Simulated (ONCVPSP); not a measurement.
**Building the ONCV potential for Pm (Wu-Cohen, fully relativistic).**

| Property | Result |
| --- | --- |
| Element | Pm |
| Generator | ONCVPSP 4.0.1 |
| Type | optimised norm-conserving Vanderbilt (ONCV) |
| Functional | Wu-Cohen |
| Relativity | fully relativistic |
| Frozen core | [Kr] 4d10 |
| Valence charge | 15 |
| Reference configuration | 4f4 5s2 5p6 5d1 6s2 |
| Partial waves | 5s+6s: rc 2.30 bohr, ncon 4, nbas 9, qcut 4 1/bohr, 2 projectors; 5p: rc 1.65 bohr, ncon 3, nbas 6, qcut 5.7 1/bohr, 2 projectors, debl 2.7 Ha; 5d: rc 2.95 bohr, ncon 4, nbas 9, qcut 5.4 1/bohr, 2 projectors, debl 1.7 Ha; 4f: rc 1.60 bohr, ncon 3, nbas 7, qcut 12.5 1/bohr, 2 projectors, debl 1.6 Ha |
| Local potential | polynomial inside 1.45 bohr (lpopt 4, dvloc0 6 Ha) |
| Core correction | Teter function, fcfact 6, rcfact 1.65 |

Open shells are filled in proportion to 2j + 1.

All-electron outer shells of the reference configuration (Wu-Cohen, scalar-relativistic, ld1.x):

| shell | level (eV) | outermost node (bohr) | outermost maximum (bohr) |
| --- | --- | --- | --- |
| 4d | -129.23 | 0.29 | 0.60 |
| 5s | -45.22 | 0.70 | 1.27 |
| 5p | -25.33 | 0.75 | 1.44 |
| 4f | -7.50 | – | 0.62 |
| 6s | -3.96 | 1.70 | 3.54 |
| 5d | -2.85 | 0.85 | 2.04 |

Q: Does the generator finish with these settings?

A: Yes, a potential is produced and its reference levels are reproduced.

Q: Estimate the cutoffs (Ha) at which the residual kinetic energy of the hardest occupied pseudo-wave falls to 1 and 0.1 mHa per electron.

A: 58 Ha and 64 Ha.

Q: What does a ghost test show?

A: No bound ghost flagged; no localised positive-energy state flagged.

Q: Which valence shell sets the plane-wave cutoff?

A: 4f: 58 Ha for 1 mHa per electron, against 15 Ha for 5p.

Its largest configuration-test error is +189 meV (4f5 5s2 5p6 5d0 6s0). 3 of 4 tests not solved or not reliable.
